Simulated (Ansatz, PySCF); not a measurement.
BrZn (SMILES [Zn+][Br]), charge +1, singlet, geometry from GFN2-xTB (such geometries of metal compounds can be far from the true shape). Base run: CAMB3LYP/def2-TZVP run with PySCF.

The PySCF input:
```python
from pyscf import gto, scf, dft

mol = gto.Mole()
mol.atom = '''
    Zn   -0.000000   -0.000000   -1.166834
    Br    0.000000    0.000000    1.000144
'''
mol.basis = 'def2-tzvp'
mol.charge = 1
mol.spin = 0
mol.verbose = 4
mol.build()

mf = dft.RKS(mol)
mf.xc = 'camb3lyp'
mf.kernel()
```

The same geometry, method and basis name were run in Ansatz (a program for electronic structure) and PySCF, at each program's defaults and at the settings that a row names. The base is PySCF at its defaults. Differences at the defaults can come from grids, fitting, cores and function types together.

| code and settings | ΔE vs base (mEh) | basis functions | E (Eh) | SCF cycles |
|---|---|---|---|---|
| PySCF, defaults (exact integrals, its default grid, spherical functions) | 0.000 | 96 | -4353.48715 | 10 |
| Ansatz, defaults (factorised integrals, its default grid, spherical functions) | 0.002 | 96 | -4353.48715 | - |
| PySCF, density fitting with def2-universal-jkfit | -0.020 | 96 | -4353.48717 | 10 |
| PySCF, fine grid | 0.003 | 96 | -4353.48715 | 10 |
| Ansatz, high accuracy | 0.002 | 96 | -4353.48715 | - |
